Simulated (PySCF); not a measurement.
**Basis-set dependence of excited states**

Compound: ClGeH4P.
InChI=1S/ClGeH4P/c1-2-3/h2-3H2

TDDFT with PBE0 (PySCF), vertical singlets, core orbitals frozen in the response, spherical d and f functions. One conformer (not necessarily the lowest) at the PBE0-D3(BJ)/def2-SVP geometry, without solvent, vibrations or thermal averaging. Relativistic effects, spin–orbit coupling among them, are left out although an element past zinc is present.

Problem. How do the low singlets change with the basis? Take 6-31G*, def2-SVP, def2-SVPD, aug-cc-pVDZ, def2-TZVP, def2-TZVPD and aug-cc-pVTZ.

Solution. 

```
      basis  functions  diffuse  S1 (eV)  S2 (eV)  S3 (eV)  S4 (eV)  S5 (eV)  LUMO (eV)  α (au)
     6-31G*         76       no     6.21     6.63     6.95     7.02     7.10      -0.63    59.4
   def2-SVP         88       no     6.33     6.72     6.95     7.18     7.26      -0.41    59.8
  def2-SVPD        121      yes     6.01     6.55     6.64     6.70     6.87      -0.89    74.3
aug-cc-pVDZ        126      yes     5.95     6.49     6.49     6.53     6.63      -0.94    75.2
  def2-TZVP        146       no     6.13     6.58     6.61     6.85     7.01      -0.72    69.7
 def2-TZVPD        179      yes     5.98     6.48     6.52     6.60     6.67      -0.89    75.6
aug-cc-pVTZ        251      yes     5.95     6.47     6.50     6.51     6.54      -0.94    75.9
```

States are compared by their number. Against the largest diffuse basis here (aug-cc-pVTZ, itself not a converged limit), sets without diffuse functions differ by up to 0.38 eV in S1 and 0.72 eV in S5; the smaller diffuse sets differ by up to 0.06 and 0.33 eV. State by state, the largest deviation of a set without diffuse functions is S1 0.38, S2 0.25, S3 0.45, S4 0.67, S5 0.72 eV. The same number needn't mean the same state in each row. Against aug-cc-pVTZ the polarisability deviates by -22% in 6-31G*, -21% in def2-SVP, -2% in def2-SVPD, -1% in aug-cc-pVDZ, -8% in def2-TZVP, 0% in def2-TZVPD.
